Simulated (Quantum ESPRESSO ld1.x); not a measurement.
The numbers below are computed, except where a source is named.
Br XXXIV, configuration [He].

Level of theory: Dirac Kohn-Sham, relativistic LDA (MacDonald-Vosko exchange, VWN5 correlation), spin-unpolarised, spherical densities, point nucleus (ld1.x of Quantum ESPRESSO 7.5).

Energy parts (hartree):
part                     energy
total                 -1218.877
kinetic                1256.963
electron-nucleus      -2502.410
Hartree                  44.217
exchange-correlation    -17.648

Orbitals (lengths in bohr, moments of r in powers of bohr; r(max) is where P^2 peaks):
| orbital | occ. | eigenvalue (hartree) | <r> | <r^4> | r(max) |
|---|---|---|---|---|---|
| 1s1/2 | 2 | -589.751 | 0.04254 | 0.00001506 | 0.028 |

The highest occupied level is 1s1/2 at -16047.9 eV. Summed over all electrons, <r^2> = 0.004861 bohr^2, which gives a Langevin (diamagnetic) susceptibility term of -0.00385 x 10^-6 cm^3/mol.
